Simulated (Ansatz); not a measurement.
Born–Oppenheimer molecular dynamics of AlFH₆OSi (10 atoms, charge 0, multiplicity 1). It starts at the highest image of a converged band, a first-order saddle point between two minima.

The calculation used RKS B3LYP-D4/6-31G* (Ansatz).

```json
{
 "ensemble": "NVE (velocity Verlet)",
 "time step": "0.5 fs",
 "steps asked": "200",
 "starting velocities drawn for": "300 K",
 "seed": "8819"
}
```

First frame:

```xyz
10
Properties=species:S:1:pos:R:3
Al 0.180 0.174 0.120
O -0.179 -0.323 1.870
H -1.057 -0.683 2.089
F 1.754 -0.134 -0.299
H -0.989 -0.023 -0.920
Si 0.055 2.682 1.062
H 1.046 3.261 2.008
H 0.455 3.118 -0.313
H -1.279 3.293 1.324
H -0.189 0.931 1.774
```

Problem. How far do the bonds stretch over the last three quarters of this one trajectory? (Pairs bonded in most of those frames.)

Solution. 
| bond | mean (Å) | spread (Å) | shortest | longest |
| --- | --- | --- | --- | --- |
| Al1–O2 | 1.710 | 0.025 | 1.66 | 1.76 |
| Al1–F4 | 1.664 | 0.034 | 1.62 | 1.72 |
| Al1–H5 | 1.576 | 0.020 | 1.54 | 1.61 |
| O2–H3 | 0.972 | 0.026 | 0.93 | 1.02 |
| Si6–H7 | 1.487 | 0.018 | 1.46 | 1.52 |
| Si6–H8 | 1.501 | 0.029 | 1.45 | 1.56 |
| Si6–H9 | 1.496 | 0.035 | 1.44 | 1.55 |
| Si6–H10 | 1.513 | 0.102 | 1.35 | 1.66 |

Pairs bonded in part of these frames only: Al1–Si6 13 %.

Mean temperature of the second half: 1374 K. The conserved energy stayed within 0.23 meV per atom of its start (net change 0.13 meV per atom), so the integration is sound. The kinetic energy rose, since the run started high on the potential surface and went downhill. It ends in pieces (AlFH2O + H4Si), so much of that is their flight and rotation, not heat. A run of 0.1 ps of so small a system gives no equilibrium averages. The orbitals stay closed-shell, which can raise the energy where a bond breaks towards radicals; this wasn't checked here.

Run time: 11 min on 1 thread of Arm Neoverse V1, with other jobs on the host, peak memory 0.16 GiB.
